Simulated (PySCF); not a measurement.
C₄H₃S, SMILES [c]1ccsc1, multiplicity 2. Atoms are numbered in the order given.

```xyz
8

C      1.0837    -0.9997     0.0000
C      1.2563     0.3424     0.0000
S     -0.3247     1.0990     0.0000
C     -1.1293    -0.4369     0.0000
C     -0.2454    -1.4916     0.0000
H      2.1607     0.9480     0.0000
H     -2.2184    -0.4758     0.0000
H     -0.5388    -2.5415     0.0000
```
Charge 0, spin multiplicity 2.

Geometry optimised at B3LYP-D3(BJ)/def2-SVP. The isomer is the one that the SMILES or the coordinates give; other isomers of the formula were not compared.

Two levels are set side by side: PBE/pcH-1 (PySCF) and B3LYP/pcH-1 (PySCF). Contact hyperfine couplings, same geometry. Differences are taken from unrounded values.

| quantity | B3LYP |
|---|---|
| A(iso) of 13C, atom C1 (MHz) | 437.4 |
| A(iso) of 13C, atom C2 (MHz) | 49.5 |
| A(iso) of 33S, atom S3 (MHz) | 4.9 |
| A(iso) of 13C, atom C4 (MHz) | 70.9 |
| A(iso) of 13C, atom C5 (MHz) | 46.0 |
| A(iso) of 1H, atom H6 (MHz) | 31.2 |
| A(iso) of 1H, atom H7 (MHz) | 9.6 |
| A(iso) of 1H, atom H8 (MHz) | 17.7 |

What does PBE give, and how far is it from B3LYP? (An estimate is asked for; the answer gives what the named calculation found.)


```
quantity                        PBE  PBE minus B3LYP
----------------------------  -----  ---------------
A(iso) of 13C, atom C1 (MHz)  410.8            -26.6
A(iso) of 13C, atom C2 (MHz)   56.0              6.5
A(iso) of 33S, atom S3 (MHz)    4.1             -0.8
A(iso) of 13C, atom C4 (MHz)   73.1              2.2
A(iso) of 13C, atom C5 (MHz)   45.6             -0.4
A(iso) of 1H, atom H6 (MHz)    29.4             -1.7
A(iso) of 1H, atom H7 (MHz)    10.7              1.1
A(iso) of 1H, atom H8 (MHz)    17.2             -0.5
```

Rough cost on one machine, each run with all the roots and properties that it gave: B3LYP against PBE within a factor of 2.
